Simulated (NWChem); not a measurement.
# CH6AlOSi cation; SMILES [CH3][Al+][O][SiH3]

```xyz
10

Al    -0.0017    -1.1259    -0.0011
C      0.0023    -3.0301     0.0016
H     -0.2239    -3.4027    -1.0102
H     -0.7598    -3.4020     0.7051
H      0.9935    -3.3981     0.3114
O     -0.0032     0.5028    -0.0027
Si     0.0012     2.2212     0.0010
H     -1.4191     2.6381    -0.0970
H      0.7991     2.6343    -1.1794
H      0.6275     2.6281     1.2827
```
Atoms are numbered in this order, from 1.

Results from NWChem. Pople sets run with spherical d functions. All runs use the structure optimised with PBE0/def2-SVP.

For level PBE/6-31G*:

```yaml
highest occupied level (eV): -11.93
orbital gap (eV): 4.08
```

Estimate the same quantities for level B3LYP/6-31G*.


| Item | Result |
|---|---|
| highest occupied level (eV) | -13.06 |
| orbital gap (eV) | 5.82 |
